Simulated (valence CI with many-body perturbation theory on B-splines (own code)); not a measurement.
## Forbidden lines of Pr XXXVI

Method: configuration interaction combined with many-body perturbation theory (CI+MBPT): six valence electrons over a frozen Dirac-Fock core [Ar], radial functions for each j: 7 s, 7 p, 8 d, 6 f, 4 g, 1 h, with the one-electron correlation potential Σ1 (screened to all orders), the two-electron term Σ2, the three-electron term Σ3, Breit, model QED; selected single and double excitations, second order for the rest, scaled by the run's own slope (own B-spline code, finite nucleus).

No measured spectrum was set against this ion. As an estimate, large intervals hold to a few tenths of a per cent, small ones and those within an open d or f shell to about a per cent. Core correlation moves these levels by up to 6800 cm⁻¹, and in measured spectra 5 to 20 % of such shifts remained as error; rates that hang on mixing are uncertain with them. Among the levels kept, up to 1000 cm⁻¹ of a level comes from second order outside the variational space, and about a tenth of that is noise between levels of different J, which matters for small intervals. Only levels of the ground parity were solved; by the run's estimate the other parity begins above the list, which can be wrong where configurations are misplaced.

Lines 1 to 50 of 120 in falling wavelength, among levels below 893090 cm⁻¹, chosen from the decays that carry over 1 % of a level's rate. Wavelengths and rates use the calculated energies. Electric multipoles are in the length gauge, E1 and E2 with the static RPA response of the core. S is in atomic units (e²a₀⁴ for E2 and M2, e²a₀⁶ for E3), for M1 in squared Bohr magnetons. Weak lines are less certain than strong ones. Lines between different terms over intervals too small for the method are left out, as are lines whose strength nearly cancels. The highest levels of a list are the least certain.

Levels are named by their leading jj configuration (3d3/2^4 stands for four electrons in 3d with j = 3/2), which in mixed levels can hold well under half, so a name can repeat and another be missing. Letters in brackets count levels of one name in rising energy.

```
λ vac (nm)                      Upper                      Lower  Type   A (s⁻¹)  S (a.u.)
     234.0      (3d3/2^4 3d5/2^2) J=2      (3d3/2^4 3d5/2^2) J=4    E2  6.77e-03  2.12e-03
     227.6      (3d3/2^3 3d5/2^3) J=5  (3d3/2^3 3d5/2^3) J=4 [a]    M1  8.05e+02  3.87e+00
     200.4  (3d3/2^3 3d5/2^3) J=1 [a]      (3d3/2^4 3d5/2^2) J=0    M1  2.59e+03  2.32e+00
     180.8  (3d3/2^2 3d5/2^4) J=3 [b]  (3d3/2^2 3d5/2^4) J=4 [a]    M1  1.28e+03  1.97e+00
     146.0  (3d3/2^3 3d5/2^3) J=4 [b]  (3d3/2^3 3d5/2^3) J=3 [b]    M1  1.40e+03  1.45e+00
     136.9      (3d3/2^2 3d5/2^4) J=5  (3d3/2^3 3d5/2^3) J=4 [b]    M1  4.46e+03  4.67e+00
     132.0      (3d3/2^4 3d5/2^2) J=0      (3d3/2^4 3d5/2^2) J=2    E2  3.48e-01  1.25e-03
     128.6      (3d3/2^3 3d5/2^3) J=2  (3d3/2^3 3d5/2^3) J=1 [a]    M1  2.55e+03  1.00e+00
     123.8  (3d3/2^2 3d5/2^4) J=4 [c]  (3d3/2^2 3d5/2^4) J=4 [b]    M1  2.03e+03  1.28e+00
     119.9  (3d3/2^3 3d5/2^3) J=3 [b]  (3d3/2^3 3d5/2^3) J=4 [a]    M1  3.39e+03  1.52e+00
     111.3  (3d3/2^2 3d5/2^4) J=2 [b]  (3d3/2^3 3d5/2^3) J=3 [b]    M1  4.61e+03  1.18e+00
     107.5  (3d3/2^2 3d5/2^4) J=3 [a]  (3d3/2^2 3d5/2^4) J=2 [a]    M1  3.64e+03  1.18e+00
     101.9  (3d3/2^2 3d5/2^4) J=4 [b]  (3d3/2^2 3d5/2^4) J=4 [a]    M1  3.16e+03  1.11e+00
     100.9  (3d3/2^3 3d5/2^3) J=3 [c]  (3d3/2^3 3d5/2^3) J=3 [b]    M1  1.39e+03  3.69e-01
     100.7  (3d3/2^3 3d5/2^3) J=3 [a]      (3d3/2^4 3d5/2^2) J=2    M1  1.30e+04  3.45e+00
     95.39  (3d3/2^3 3d5/2^3) J=3 [c]      (3d3/2^3 3d5/2^3) J=2    M1  3.08e+03  6.94e-01
     93.98  (3d3/2^2 3d5/2^4) J=3 [b]  (3d3/2^3 3d5/2^3) J=4 [b]    M1  1.27e+04  2.74e+00
     92.65  (3d3/2^3 3d5/2^3) J=4 [b]      (3d3/2^3 3d5/2^3) J=5    M1  1.84e+03  4.89e-01
     91.09  (3d3/2^3 3d5/2^3) J=3 [b]  (3d3/2^3 3d5/2^3) J=3 [a]    M1  5.91e+03  1.16e+00
     87.25        (3d3/2 3d5/2^5) J=2        (3d3/2 3d5/2^5) J=1    M1  5.57e+03  6.86e-01
     84.28  (3d3/2^2 3d5/2^4) J=4 [b]  (3d3/2^3 3d5/2^3) J=3 [c]    M1  3.81e+03  7.62e-01
     84.21      (3d3/2^2 3d5/2^4) J=1  (3d3/2^2 3d5/2^4) J=2 [b]    M1  9.68e+03  6.43e-01
     83.62  (3d3/2^2 3d5/2^4) J=4 [a]  (3d3/2^3 3d5/2^3) J=3 [b]    M1  3.22e+03  6.28e-01
     82.06  (3d3/2^2 3d5/2^4) J=3 [b]  (3d3/2^2 3d5/2^4) J=2 [a]    M1  2.86e+03  4.10e-01
     80.45        (3d3/2 3d5/2^5) J=3  (3d3/2^2 3d5/2^4) J=4 [c]    M1  2.17e+04  2.94e+00
     79.59  (3d3/2^3 3d5/2^3) J=1 [a]      (3d3/2^4 3d5/2^2) J=2    M1  7.56e+04  4.24e+00
     76.43        (3d3/2 3d5/2^5) J=2  (3d3/2^2 3d5/2^4) J=2 [d]    M1  7.99e+03  6.61e-01
     73.76      (3d3/2^2 3d5/2^4) J=1  (3d3/2^3 3d5/2^3) J=1 [b]    M1  2.57e+04  1.15e+00
     73.32      (3d3/2^2 3d5/2^4) J=1      (3d3/2^3 3d5/2^3) J=0    M1  2.65e+04  1.16e+00
     73.26  (3d3/2^2 3d5/2^4) J=2 [d]  (3d3/2^2 3d5/2^4) J=3 [a]    M1  6.05e+03  4.41e-01
     73.25  (3d3/2^2 3d5/2^4) J=2 [a]  (3d3/2^3 3d5/2^3) J=1 [a]    M1  1.84e+04  1.34e+00
     71.29        (3d3/2 3d5/2^5) J=3  (3d3/2^2 3d5/2^4) J=2 [d]    M1  3.40e+04  3.20e+00
     70.38  (3d3/2^3 3d5/2^3) J=3 [a]      (3d3/2^4 3d5/2^2) J=4    M1  6.96e+04  6.29e+00
     68.47  (3d3/2^2 3d5/2^4) J=3 [a]  (3d3/2^3 3d5/2^3) J=3 [b]    M1  4.10e+03  3.42e-01
     68.33  (3d3/2^2 3d5/2^4) J=2 [c]  (3d3/2^3 3d5/2^3) J=1 [b]    M1  3.85e+03  2.28e-01
     65.90  (3d3/2^2 3d5/2^4) J=3 [a]      (3d3/2^3 3d5/2^3) J=2    M1  2.42e+04  1.80e+00
     65.85  (3d3/2^3 3d5/2^3) J=4 [b]  (3d3/2^3 3d5/2^3) J=4 [a]    M1  1.04e+04  9.95e-01
     64.28      (3d3/2^2 3d5/2^4) J=1  (3d3/2^2 3d5/2^4) J=2 [a]    M1  5.43e+03  1.60e-01
     64.23      (3d3/2^3 3d5/2^3) J=0  (3d3/2^3 3d5/2^3) J=1 [a]    M1  4.42e+04  4.34e-01
     63.89  (3d3/2^3 3d5/2^3) J=1 [b]  (3d3/2^3 3d5/2^3) J=1 [a]    M1  1.22e+04  3.53e-01
     63.70  (3d3/2^2 3d5/2^4) J=4 [c]      (3d3/2^2 3d5/2^4) J=5    M1  1.40e+04  1.20e+00
     62.88  (3d3/2^2 3d5/2^4) J=4 [a]      (3d3/2^3 3d5/2^3) J=5    M1  3.64e+04  3.02e+00
     61.42  (3d3/2^2 3d5/2^4) J=2 [a]  (3d3/2^3 3d5/2^3) J=3 [a]    M1  1.03e+05  4.41e+00
     60.11  (3d3/2^2 3d5/2^4) J=2 [c]  (3d3/2^2 3d5/2^4) J=2 [a]    M1  1.70e+04  6.84e-01
     59.35  (3d3/2^3 3d5/2^3) J=4 [a]      (3d3/2^4 3d5/2^2) J=4    M1  9.45e+04  6.59e+00
     57.69  (3d3/2^2 3d5/2^4) J=2 [b]  (3d3/2^3 3d5/2^3) J=1 [a]    M1  2.82e+04  1.00e+00
     57.18  (3d3/2^2 3d5/2^4) J=3 [b]  (3d3/2^3 3d5/2^3) J=3 [b]    M1  5.43e+04  2.63e+00
     55.89  (3d3/2^2 3d5/2^4) J=4 [c]  (3d3/2^2 3d5/2^4) J=4 [a]    M1  1.39e+04  8.11e-01
     55.37  (3d3/2^2 3d5/2^4) J=3 [b]      (3d3/2^3 3d5/2^3) J=2    M1  2.96e+04  1.30e+00
     55.37      (3d3/2^2 3d5/2^4) J=5      (3d3/2^3 3d5/2^3) J=6    M1  6.56e+04  4.54e+00
```
